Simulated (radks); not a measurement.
Q: The table gives one normalised radial function P(r) = r R(r) of S in [Ne] 3s2 3p4 (r in bohr). All-electron calculation, scalar-relativistic Kohn-Sham, r2SCAN, spin-polarised, spherical densities, finite nucleus; open shells are filled with parallel spins first; meta-GGA in the generalised Kohn-Sham scheme; Fermi nuclear charge, rms radius 3.2611 fm. Program: a radial shooting solver on a logarithmic mesh with Libxc functionals.

r	P
0.007642	0.0019
0.008412	0.0023
0.00926	0.0028
0.01028	0.0034
0.01131	0.0041
0.01245	0.0049
0.01381	0.0059
0.01521	0.0071
0.01674	0.0085
0.01843	0.0101
0.02044	0.0123
0.0225	0.0146
0.02477	0.0174
0.02749	0.0209
0.03026	0.0248
0.03331	0.0293
0.03696	0.0350
0.04068	0.0411
0.04478	0.0482
0.04969	0.0571
0.05469	0.0665
0.0602	0.0772
0.06627	0.0892
0.07353	0.1038
0.08094	0.1188
0.0891	0.1352
0.09886	0.1545
0.1088	0.1735
0.1198	0.1935
0.1329	0.2159
0.1463	0.2368
0.1611	0.2572
0.1773	0.2763
0.1967	0.2945
0.2165	0.3078
0.2383	0.3168
0.2645	0.3200
0.2911	0.3156
0.3204	0.3028
0.3556	0.2783
0.3914	0.2450
0.4308	0.2010
0.4742	0.1461
0.5262	0.0751
0.5792	0.0001
0.6376	-0.0821
0.7075	-0.1770
0.7788	-0.2683
0.8572	-0.3602
0.9512	-0.4563
1.047	-0.5373
1.153	-0.6062
1.279	-0.6639
1.408	-0.6994
1.55	-0.7170
1.706	-0.7162
1.893	-0.6954
2.083	-0.6600
2.293	-0.6117
2.545	-0.5484
2.801	-0.4835
3.083	-0.4161
3.421	-0.3439
3.766	-0.2805
4.145	-0.2224
4.563	-0.1713
5.063	-0.1245
5.573	-0.0894
6.135	-0.0618
6.807	-0.0396
7.493	-0.0251

Which n and l does it have? It may be an empty orbital.

A: n = 3, l = 1: the number of nodes gives n - l - 1 = 1, the rise at small r (about r^(l+1)) gives l, and the extent must fit the shell. The curve is that of 3p down; the table hardly tells the two spins apart. 3p down: eigenvalue -5.875 eV, 1 radial node at r = 0.579 bohr, <r> = 2.12 bohr, 90 % of the charge inside 3.39 bohr.
